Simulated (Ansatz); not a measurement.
`[SiH3]BO[SiH3]` → `BO[SiH3]` + `[SiH2]` at 400 K and 1 bar (silylene loss).

Gas-phase electronic energies from Ansatz, PBE0-D4/def2-TZVP geometries. CCSD(T)/CBS is the MP2 limit (def2-TZVPP, def2-QZVPP) plus CCSD(T) − MP2 in def2-TZVPP, frozen cores. This one scheme is used for every species. One conformer a species, not always the lowest.

```tsv
species	CCSD(T)/CBS energy (Eh)	H − E (kJ/mol)	S (J/(mol·K))
`[SiH3]BO[SiH3]`	-682.38605	210.5	396.3
`BO[SiH3]`	-392.11480	157.5	316.6
`[SiH2]`	-290.19011	44.2	218.1
```

H − E and S are ideal-gas, rigid-rotor, harmonic terms from PBE0-D4/def2-TZVP, for one conformer and one mirror image of each species. 1 Eh = 2625.50 kJ/mol, R = 8.31446 J/(mol·K).

By hand: ΔE, ΔH, ΔS and ΔG.

ΔE = (-392.11480) + (-290.19011) − (-682.38605) = 0.08114 Eh = 213.0 kJ/mol. Δ(H − E) = 157.5 + 44.2 − 210.5 = -8.8, so ΔH = 204.2 kJ/mol. ΔS = 316.6 + 218.1 − 396.3 = 138.4 J/(mol·K). ΔG = 204.2 − 400 × (138.4)/1000 = 148.8 kJ/mol.

By hand: the equilibrium constant, and the temperature at which ΔG would vanish if ΔH and ΔS stayed fixed.

log₁₀ K = −ΔG/(RT ln 10) = -19.4. ΔG = 0 at ΔH/ΔS = 1475 K.

The number of gas molecules changes by +1, which sets the sign of ΔS. A doubt of 5 kJ/mol in ΔE shifts log₁₀ K by 0.7 here. Other conformers and mirror images would add mixing entropy, several J/(mol·K) or more a flexible species. Modes under 60 cm⁻¹, often nearly free rotors, make the harmonic entropy too high. These are equilibria of isolated gas molecules and say nothing of rates. Largest T1 diagnostic: 0.014 (customary marks: 0.02 for closed shells, 0.045 for open ones).
